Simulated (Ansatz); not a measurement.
CH$_{4}$FGaS, SMILES `F[CH2][GaH][SH]` at its PBE0-D4/def2-TZVP geometry, where that method's forces vanish. The species carries charge 0 and has multiplicity 1.

```xyz
8

F    -1.5516   -0.2315    0.7742
C    -1.0187    0.2463   -0.4186
Ga    0.9670    0.1129   -0.4083
S     1.8434   -0.7290    1.4149
H    -1.3456    1.2841   -0.5448
H    -1.4508   -0.3349   -1.2403
H     1.9180    0.5497   -1.5659
H     0.6384   -0.8976    1.9889
```

Q: What forces (eV/Å) does PBE-D4/def2-TZVPP give on these atoms in the Gaussian-basis code of Ansatz? (Best estimate.)

A: Computed: 
```
F1  -0.235 -0.211  0.526
C2   0.137  0.086 -0.221
Ga3  0.035  0.065 -0.155
S4   0.331 -0.050  0.066
H5  -0.043  0.240 -0.052
H6  -0.066 -0.121 -0.208
H7   0.084  0.020 -0.060
H8  -0.243 -0.030  0.106
```
